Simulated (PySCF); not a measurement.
# Spinor energies of Cd(44+) (cadmium, charge +44)

Start: [He] 2s2. Calculated with PySCF 2.14 in an uncontracted even-tempered set (17 s from 23 bohr⁻², ratio 2.4; 12 p from 30 bohr⁻², ratio 2.4; 5 d from 95 bohr⁻², ratio 2.6; 4 f from 140 bohr⁻², ratio 2.6): generalised Hartree-Fock with the X2C-1e Hamiltonian and a Gaussian nucleus; one run each with spin-orbit coupling (SO) switched off, then screened by Boettger's factors.

```csv
spinor shell,electrons,"ε, spin-free (eV)","ε, screened SO (eV)",weight of nominal j (screened SO),"rms radius, screened SO (bohr)"
1s1/2,2,-30966.6,-30966.6,1.000,0.0346
2s1/2,2,-7413.8,-7413.8,1.000,0.134
```

| quantity | spin-free | screened SO |
| --- | --- | --- |
| E (hartree) | -2899.40943 | -2899.40943 |
| M_J | 0 | 0 |
| ⟨J²⟩ | 0.000 | 0.000 |
| ⟨L²⟩ | 0.000 | 0.000 |
| ⟨S²⟩ | 0.000 | 0.000 |

Breit and QED terms are absent; they matter most for the inner s and p1/2 levels.

Densities and radii are taken from the X2C orbitals without a picture-change correction, which distorts them close to the nucleus.

Without spin-orbit coupling the j labels of p, d and f shells carry no meaning; the spin-free column gives the mean over the occupied spinors of each nl shell.
